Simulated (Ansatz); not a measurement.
Start from `C[N](C)[Mg][F]` and change one atom or group to get `CN(C)B[SiH3]`.

Ansatz, PBE0-D4/def2-TZVP geometries, multiplicity 1. Each molecule was computed in one conformer, which needn't be the lowest.

```
                                          property  `C[N](C)[Mg][F]`
           HOMO–LUMO gap (ωB97M-V/def2-TZVPP) / eV              7.99
                LUMO energy (PBE0/def2-TZVPP) / eV             -1.28
size of the dipole moment (ωB97M-V/def2-TZVPP) / D              1.71
                 LUMO energy (PBE/def2-TZVPP) / eV             -2.03
               HOMO energy (B3LYP/def2-TZVPP) / eV             -5.52
             HOMO–LUMO gap (B3LYP/def2-TZVPP) / eV              3.92
```

(1) Give the same properties after the change, and the shifts. (Estimate.)

Answers

(1) Ansatz gave: 
| property | `CN(C)B[SiH3]` | shift |
| --- | --- | --- |
| HOMO–LUMO gap (ωB97M-V/def2-TZVPP) / eV | 11.22 | 3.23 |
| LUMO energy (PBE0/def2-TZVPP) / eV | -0.53 | 0.75 |
| size of the dipole moment (ωB97M-V/def2-TZVPP) / D | 2.81 | 1.10 |
| LUMO energy (PBE/def2-TZVPP) / eV | -1.43 | 0.60 |
| HOMO energy (B3LYP/def2-TZVPP) / eV | -7.44 | -1.92 |
| HOMO–LUMO gap (B3LYP/def2-TZVPP) / eV | 6.72 | 2.80 |

With PBE0 the HOMO falls by 1.96 eV and the LUMO rises by 0.75 eV, so the gap widens by about 2.71 eV. PBE moves the HOMO by -1.98 eV and ωB97M-V by -1.91 eV. Dipoles are sizes alone; their direction can turn.

B3LYP here is the variant with VWN-RPA as its local correlation; programs differ in this.
